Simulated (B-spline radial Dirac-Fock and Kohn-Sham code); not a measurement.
Method: the Dirac equation of a negative muon with reduced mass in the field of a spherical finite nucleus, with the Uehling potential to all orders; nuclear polarisation, deformation, hyperfine structure, self-energy, higher-order vacuum polarisation, relativistic recoil and electron screening are left out. Computed with a radial finite-basis atomic code. The nuclear charge is a uniformly charged sphere.

Task: A muonic atom of atomic mass 204.97 u emits these computed lines: 2p3/2 → 1s1/2 5862 keV, 3d5/2 → 2p3/2 2452 keV, 4f7/2 → 3d5/2 915.4 keV, 5g9/2 → 4f7/2 420.9 keV. Which element is it, and what rms charge radius was used?

Result: Thallium (Z = 81, nuclide ²⁰⁵Tl); the high transitions hardly feel the nucleus and fix Z. The 2p → 1s line lies 9843 keV below the value for a point nucleus without QED, which for this nuclear model gives a radius near 5.48 fm (5.4759 fm was used).
